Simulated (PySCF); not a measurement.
PySCF input (M06-2X/6-31G* (5d)):

```python
from pyscf import gto, dft

mol = gto.M(
    atom='''
    N    -1.02406400   -0.83840800   -0.60892500
    B    -0.16217800    0.01414300    0.04982300
    N     1.36489400   -0.04061500   -0.34125100
    O    -0.34522000    0.93521500    1.00708300
    H    -0.75640500   -1.49667600   -1.32321400
    H    -2.01398600   -0.86340300   -0.41563000
    H     1.52783700    0.18837900   -1.32450300
    H     1.87757000    0.64096500    0.22426100
    H     1.78184500   -0.95891800   -0.17200700
    H    -1.23002400    1.09037400    1.35655000
    ''',
    basis='6-31g*',
    charge=1,
    spin=0,
    verbose=4,
)

mf = dft.RKS(mol, xc='m062x')
mf.grids.level = 4
mf.conv_tol = 1e-9
mf.max_cycle = 100
mf.max_memory = 1500
mf.kernel()
if not mf.converged:
    mf = mf.newton()
    mf.kernel(mf.make_rdm1())
mf.dip_moment()
```

Output:

```
PySCF version 2.14.0

[INPUT] verbose = 4
[INPUT] num. atoms = 10
[INPUT] num. electrons = 32
[INPUT] charge = 1
[INPUT] spin (= nelec alpha-beta = 2S) = 0
[INPUT] symmetry False subgroup None
[INPUT] Mole.unit = angstrom
[INPUT] Symbol           X                Y                Z      unit          X                Y                Z       unit  Magmom
[INPUT]  1 N     -1.024064000000  -0.838408000000  -0.608925000000 AA   -1.935200494027  -1.584361500644  -1.150701480401 Bohr   0.0
[INPUT]  2 B     -0.162178000000   0.014143000000   0.049823000000 AA   -0.306472003430   0.026726396580   0.094151824704 Bohr   0.0
[INPUT]  3 N      1.364894000000  -0.040615000000  -0.341251000000 AA    2.579275849062  -0.076751226549  -0.644870929734 Bohr   0.0
[INPUT]  4 O     -0.345220000000   0.935215000000   1.007083000000 AA   -0.652371252722   1.767300217585   1.903111054705 Bohr   0.0
[INPUT]  5 H     -0.756405000000  -1.496676000000  -1.323214000000 AA   -1.429398289252  -2.828307737210  -2.500512064190 Bohr   0.0
[INPUT]  6 H     -2.013986000000  -0.863403000000  -0.415630000000 AA   -3.805881958708  -1.631595205128  -0.785426869153 Bohr   0.0
[INPUT]  7 H      1.527837000000   0.188379000000  -1.324503000000 AA    2.887193492977   0.355984717619  -2.502947921165 Bohr   0.0
[INPUT]  8 H      1.877570000000   0.640965000000   0.224261000000 AA    3.548093079700   1.211248305432   0.423791870421 Bohr   0.0
[INPUT]  9 H      1.781845000000  -0.958918000000  -0.172007000000 AA    3.367199046426  -1.812092395916  -0.325046121508 Bohr   0.0
[INPUT] 10 H     -1.230024000000   1.090374000000   1.356550000000 AA   -2.324408486642   2.060508233347   2.563507974279 Bohr   0.0

nuclear repulsion = 124.385427561441
number of shells = 36
number of NR pGTOs = 132
number of NR cGTOs = 68
basis = 6-31g*
ecp = {}

******** <class 'pyscf.dft.rks.RKS'> ********
method = RKS
initial guess = minao
damping factor = 0
level_shift factor = 0
DIIS = <class 'pyscf.scf.diis.CDIIS'>
diis_start_cycle = 1
diis_space = 8
diis_damp = 0
SCF conv_tol = 1e-09
SCF conv_tol_grad = None
SCF max_cycles = 100
direct_scf = True
direct_scf_tol = 1e-13
XC library pyscf.dft.libxc version 7.1.2
    S. Lehtola, C. Steigemann, M. J. T. Oliveira, and M. A. L. Marques,  SoftwareX 7, 1–5 (2018)
XC functionals = m062x
    Y. Zhao and D. G. Truhlar,  Theor. Chem. Acc. 120, 215 (2008)
    Y. Zhao and D. G. Truhlar,  Theor. Chem. Acc. 120, 215 (2008)
radial grids:
    Treutler-Ahlrichs [JCP 102, 346 (1995); DOI:10.1063/1.469408] (M4) radial grids

becke partition: Becke, JCP 88, 2547 (1988); DOI:10.1063/1.454033
pruning grids: <function nwchem_prune>
grids dens level: 4
symmetrized grids: False
atomic radii adjust function: <function treutler_atomic_radii_adjust>
small_rho_cutoff = 0
Set gradient conv threshold to 3.16228e-05
Initial guess from minao.
tot grids = 206368
init E= -213.750641665779
  HOMO = -0.341531680655742  LUMO = 0.0276264048783461  gap/eV = 10.04530
cycle= 1 E= -212.896756623393  delta_E= 0.854  |g|= 0.589  |ddm|= 2.66
  HOMO = -0.466943986147691  LUMO = -0.129772735963032  gap/eV = 9.17490
cycle= 2 E= -212.901247135494  delta_E= -0.00449  |g|= 0.627  |ddm|= 0.823
  HOMO = -0.529892410994883  LUMO = -0.116155551391618  gap/eV = 11.25835
cycle= 3 E= -212.972461232181  delta_E= -0.0712  |g|= 0.0539  |ddm|= 0.42
  HOMO = -0.537742642753233  LUMO = -0.11209365658106  gap/eV = 11.58250
cycle= 4 E= -212.972881103967  delta_E= -0.00042  |g|= 0.0303  |ddm|= 0.0491
  HOMO = -0.531940953484638  LUMO = -0.111107536416876  gap/eV = 11.45146
cycle= 5 E= -212.973068849574  delta_E= -0.000188  |g|= 0.00552  |ddm|= 0.0217
  HOMO = -0.53228079897435  LUMO = -0.11092809342215  gap/eV = 11.46559
cycle= 6 E= -212.973075384829  delta_E= -6.54e-06  |g|= 0.00105  |ddm|= 0.00428
  HOMO = -0.532388918182576  LUMO = -0.111043376337201  gap/eV = 11.46540
cycle= 7 E= -212.973075705692  delta_E= -3.21e-07  |g|= 0.000379  |ddm|= 0.00125
  HOMO = -0.532359959503331  LUMO = -0.11101262539554  gap/eV = 11.46544
cycle= 8 E= -212.973075739887  delta_E= -3.42e-08  |g|= 0.000117  |ddm|= 0.00034
  HOMO = -0.532359764781073  LUMO = -0.111016143102952  gap/eV = 11.46534
cycle= 9 E= -212.97307574291  delta_E= -3.02e-09  |g|= 2.35e-05  |ddm|= 9.09e-05
  HOMO = -0.532362509685577  LUMO = -0.111014308049348  gap/eV = 11.46547
cycle= 10 E= -212.973075743109  delta_E= -1.99e-10  |g|= 3.98e-06  |ddm|= 2.92e-05
  HOMO = -0.532362473931126  LUMO = -0.111014154508667  gap/eV = 11.46547
Extra cycle  E= -212.973075743112  delta_E= -2.56e-12  |g|= 1.96e-06  |ddm|= 5.16e-06
converged SCF energy = -212.973075743112

WARN: System has nonzero charge 1; the dipole moment is origin-dependent.
Location of origin: [0. 0. 0.]

Dipole moment(X, Y, Z, Debye):  2.16020, -1.34413, -1.81416
```

The dipole moment of an ion depends on the origin.

The geometry given is a B3LYP-D3(BJ)/def2-TZVP minimum.
